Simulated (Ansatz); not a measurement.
Cartesian coordinates (Å):
SMILES: C=C([SiH3])c1cccc(F)c1
```xyz
19

C     -1.7718    -1.6731     0.6932
C     -1.3452    -0.4694     0.2731
Si    -2.6183     0.8810    -0.0621
C      0.0911    -0.1881     0.0448
C      0.9556    -1.1752    -0.4565
C      2.3045    -0.9014    -0.6612
C      2.8275     0.3595    -0.3795
C      1.9648     1.3344     0.1044
F      2.4432     2.5471     0.3782
C      0.6151     1.0851     0.3119
H     -2.8345    -1.8903     0.8342
H     -1.0721    -2.4834     0.9284
H     -2.4730     2.0210     0.8964
H     -2.4526     1.4261    -1.4438
H     -3.9821     0.2938     0.0946
H      0.5557    -2.1587    -0.7099
H      2.9615    -1.6791    -1.0574
H      3.8802     0.6004    -0.5355
H     -0.0091     1.8909     0.7036
```
Charge 0, spin multiplicity 1.

Computed with frozen-core CCSD(T)/cc-pVDZ // PBE0-D3(BJ)/def2-SVP run with Ansatz (a quantum-chemistry and plane-wave program). The restricted HF reference is unstable towards unrestricted orbitals.

| Quantity | Result |
|---|---|
| HF energy | -696.55555 Ha |
| MP2 correlation energy | -1.32864 Ha |

Q: Estimate the CCSD correlation energy, the (T) correction, the total energy and the T1 diagnostic.

A: 
```
Quantity                         Value
-----------------------  -------------
CCSD correlation energy    -1.39767 Ha
(T) correction             -0.05650 Ha
CCSD(T) total energy     -698.00972 Ha
T1 diagnostic                    0.012
```
